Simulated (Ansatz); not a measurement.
Consider the hydrogen abstraction from the Si–H bond: `F[SiH](F)O[SiH3]` + F• → `F[Si](F)O[SiH3]`• + H–F.

Isolated molecules relaxed with PBE0-D4/def2-TZVP in Ansatz; ΔE leaves out vibrations. CBS: MP2 limit from def2 TZ/QZ plus the TZ coupled-cluster correction, frozen cores. This one scheme is used for every species, atoms too. Functionals use def2-TZVPP. Open shells (•) are unrestricted, without spin–orbit coupling. Spin–orbit coupling would lower the free atoms: a little for F. One conformer a species, not always the lowest.

CCSD(T)/CBS gives -1.59 eV.

Task: Another level gave -1.90 eV. Which?
A. B2PLYP/def2-TZVPP
B. CCSD/def2-TZVPP
C. r2SCAN0/def2-TZVPP
D. PBE-D4/def2-TZVPP

Result: D. PBE-D4 -1.90, r2SCAN0 -1.44, B2PLYP -1.54, CCSD/def2-TZVPP -1.37 eV.

Largest T1 diagnostic among the species: 0.013.

In def2-TZVPP, CCSD(T) changes the Hartree–Fock value by −0.96 eV (the triples alone add −0.08 eV) and MP2 by −1.28 eV. From BLYP to BHLYP (50 % exact exchange), in def2-TZVPP and without D4, ΔE moves by +0.60 eV. At CCSD(T), def2-SVP lies +0.44 eV from the extrapolated value and def2-TZVPP +0.13 eV.

CCSD(T)/CBS has its own doubt, a few kJ/mol and more with outer-core shells, so smaller differences from it don't rank the levels.
